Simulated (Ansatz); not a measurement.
Species: sum formula AlO₂ClH₂ (charge 0, singlet). 
Structure (B3LYP-D3(BJ)/def2-TZVP (Ansatz, a first-principles code) minimum search):
SMILES: [OH][Al]([OH])[Cl]
```xyz
6

O      1.3400    -1.3884    -0.0862
Al    -0.0362    -0.4126    -0.0247
O     -1.5733    -1.1005    -0.0630
Cl     0.1071     1.6688     0.1001
H      2.2354    -1.0481    -0.0676
H     -1.7190    -2.0463    -0.1196
```

Total electronic energies in hartree. Correlated levels leave the core frozen unless marked. Spin-orbit coupling is left out. Non-relativistic. CBS(X,Y): correlation extrapolated as X^-3; Hartree-Fock from the larger set (for Q and 5 zeta extrapolated as (X+1)exp(-9√X)). [CCSD(T)-MP2]/basis is that difference in the basis named.

```
level                                                                             program  energy (Eh)
-------------------------------------------------------------------------  --------------  -----------
HF/aug-cc-pV(D+d)Z                                                                 Ansatz   -852.54760
HF/cc-pVTZ                                                                         Ansatz   -852.60142
HF/aug-cc-pV(Q+d)Z                                                                 Ansatz   -852.62816
revPBE/def2-TZVPD                                                                  Ansatz   -854.37372
B3LYP-D3(BJ)/def2-TZVPD                                                    Ansatz + dftd3   -854.61306
PBE0/def2-SVP                                                                      Ansatz   -853.69609
r2SCANh-D4/def2-TZVPD                                                      Ansatz + dftd4   -854.42813
HSE06/def2-TZVPD                                                                   Ansatz          [?]
CAM-B3LYP-D3(BJ)/def2-TZVPD                                                Ansatz + dftd3   -854.54820
LC-wPBE-D4/def2-TZVPD                                                      Ansatz + dftd4   -854.27635
RPA@PBE/cc-pV(Q+d)Z                                                                Ansatz   -853.85897
MP2/6-31G                                                                          Ansatz   -852.67392
MP2/CBS(cc-pV(T+d)Z,cc-pV(Q+d)Z)                                                   Ansatz    -853.4853
RI-MP2/aug-cc-pV(T+d)Z                                                             Ansatz   -853.37449
SCS-MP2/cc-pV(5+d)Z                                                                Ansatz   -853.46256
CCSD/aug-cc-pV(T+d)Z                                                               Ansatz   -853.39299
CCSD/cc-pV(Q+d)Z                                                                   Ansatz   -853.45213
CCSD(T)/cc-pVTZ                                                                    Ansatz   -853.39351
RI-MP2/CBS(aug-cc-pV(T+d)Z,aug-cc-pV(Q+d)Z)+[CCSD(T)-MP2]/aug-cc-pV(D+d)Z          Ansatz    -853.5270
RI-MP2/CBS(cc-pV(T+d)Z,cc-pV(Q+d)Z)+[CCSD(T)-MP2]/cc-pV(D+d)Z                      Ansatz    -853.5200
RI-MP2/CBS(cc-pV(T+d)Z,cc-pV(Q+d)Z)+[CCSD(T)-MP2]/cc-pV(Q+d)Z                      Ansatz    -853.5317
CCSD(T)/CBS(aug-cc-pV(T+d)Z,aug-cc-pV(Q+d)Z)                                       Ansatz    -853.5317
CCSD(T)/CBS(cc-pV(Q+d)Z,cc-pV(5+d)Z)                                               Ansatz    -853.5348
```

Q: Some entries are withheld; supply them.

A: 
- HSE06/def2-TZVPD, energy (Eh): -854.11913
